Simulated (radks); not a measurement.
Results of a calculation; reference values are marked as such.
Se IV, configuration [Ar] 3d10 4s1.75 4p1 5p0.25 (fractional occupations, a model configuration). Level of theory: scalar-relativistic Kohn-Sham, BP86, spin-polarised, spherical densities, point nucleus; open shells are filled with parallel spins first (a radial shooting solver on a logarithmic mesh with Libxc functionals). Some entries of the table are withheld. Estimate them.

| orbital | occ. | eigenvalue (Ry) | <r^2> (bohr^2) | <r> (bohr) |
|---|---|---|---|---|
| 1s up | 1 | -922.2718 | 0.002616 | 0.04408 |
| 1s down | 1 | -922.2638 | 0.002616 | 0.04408 |
| 2s up | 1 | -121.0275 | 0.04526 | 0.1959 |
| 2s down | 1 | -121.0234 | 0.04526 | 0.1959 |
| 2p up | 3 | -106.8027 | 0.03584 | 0.1711 |
| 2p down | 3 | -106.7961 | 0.03584 | 0.1711 |
| 3s up | 1 | -18.53968 | 0.3790 | 0.5738 |
| 3s down | 1 | -18.52904 | 0.3787 | 0.5736 |
| 3p up | 3 | -14.09082 | 0.4070 | 0.5891 |
| 3p down | 3 | -14.07847 | 0.4062 | 0.5886 |
| 3d up | 5 | -6.74626 | 0.4897 | 0.6269 |
| 3d down | 5 | -6.72837 | 0.4848 | 0.6244 |
| 4s up | 1 | -3.80678 | 2.988 | 1.627 |
| 4s down | 0.75 | -3.67904 | 2.986 | 1.624 |
| 4p up | 1 | -2.84393 | 3.904 | 1.854 |
| 4p down | 0 | -2.71473 | 3.956 | 1.864 |
| 4d up | 0 | -1.55574 | 7.740 | (1) |
| 4d down | 0 | -1.45425 | 8.304 | (2) |
| 5s up | 0 | -1.43794 | 14.97 | 3.659 |
| 5p up | 0.25 | -1.16498 | 19.72 | 4.199 |

Answer. 
(1) 4d up <r> (bohr): 2.594
(2) 4d down <r> (bohr): 2.683
